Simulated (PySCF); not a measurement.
A GIAO shielding run with PySCF 2.14 (density fitting, non-relativistic, gas phase) on `CC(C)[Si@@H](S)C(C)(F)F`, C$_{5}$H$_{12}$F$_{2}$SSi:

```
$ OMP_NUM_THREADS=1 python probes_run.py task.json out

{"job": {"kind": "nmr", "xc": "PBE0", "basis": "pcSseg-1"}, "charge": 0, "multiplicity": 1}
C     -1.980003     0.452974    -1.084338
C     -1.336759    -0.387042     0.020380
C     -2.309453    -0.555756     1.188868
Si     0.315244     0.359454     0.612692
S      1.148986    -0.747252     2.263726
C      1.639174     0.249067    -0.811322
C      3.026372     0.750322    -0.473086
F      1.180558     0.911659    -1.922875
F      1.717265    -1.067065    -1.218659
H     -2.224998     1.446956    -0.716786
H     -1.315942     0.558302    -1.937500
H     -2.900056    -0.019642    -1.423660
H     -1.135509    -1.383410    -0.395548
H     -3.222191    -1.043993     0.852630
H     -1.871310    -1.157366     1.981664
H     -2.575019     0.413104     1.605687
H      0.266442     1.743541     1.069130
H      1.492924    -1.817200     1.560256
H      2.973671     1.811381    -0.248373
H      3.405703     0.216233     0.393358
H      3.695981     0.592082    -1.316715
```

Hardware: 1 thread of an Arm Neoverse V1, shared host. The job also computes population analyses, field gradients.

Q: How large is the calculation?

A: 90 electrons, 227 basis functions and 1223 auxiliary functions.

Q: How long does it take, and how much memory does it need?

A: 48 s of wall time, with 13 SCF cycles and 4 response iterations; peak memory 1 GiB. Times on a shared host scatter by some tens of per cent.
